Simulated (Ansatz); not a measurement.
Basis sets compared for [CeF6]3- (CeF₆³⁻). Total charge -3; doublet. Geometry r2SCAN-D4/def2-SVP. Ansatz on 4 threads of Intel Xeon Platinum 8375C on a shared host; times are rough, and most runs start from earlier orbitals.

```xyz
7

Ce    0.000    0.000    0.000
F    -1.653   -1.267    0.584
F     1.653    1.268   -0.582
F     1.006   -1.709   -0.864
F    -1.007    1.710    0.862
F     0.967   -0.389    1.896
F    -0.966    0.387   -1.896
```

In the def2 sets Ce takes a core potential; there is no spin–orbit coupling. With an open 4f shell the SCF may have ended on a state above the lowest. A multiply charged anion in the gas phase is held together partly by the finite basis. Removing one electron lowers the energy by 7.45 eV at PBE0-D4/def2-TZVP, so it isn't bound. At PBE-D4/def2-SVP, PBE-D4/def2-TZVP, PBE0-D4/def2-SVP, PBE0-D4/def2-TZVP the highest occupied level of the charge -3 doublet lies above zero (up to 8.85 eV). By energy differences it is unbound by 7.63 eV (vertical, to the charge -2 singlet, at PBE-QIDH/def2-TZVP) and held by the finite basis. At PBE-D4/def2-TZVP the gap within one spin of the charge -3 doublet nearly closes, so an electron or hole may be smeared out by delocalisation error. No other spin state of charge -3 was run.

```
           level  functions  energy (Eh)  HOMO (eV)  LUMO (eV)  wall time
 PBE-D4/def2-SVP        162   -1073.1649       8.85       9.12      4.7 s
PBE0-D4/def2-SVP        162   -1073.1162       8.65       9.61      5.5 s
```

(1) Estimate the rows for PBE-D4/def2-TZVP, PBE0-D4/def2-TZVP.

Results:

(1) 
```csv
level,functions,energy (Eh),HOMO (eV),LUMO (eV),wall time
PBE-D4/def2-TZVP,279,-1073.9664,8.53,8.53,11 s
PBE0-D4/def2-TZVP,279,-1073.9062,8.23,9.27,17 s
```
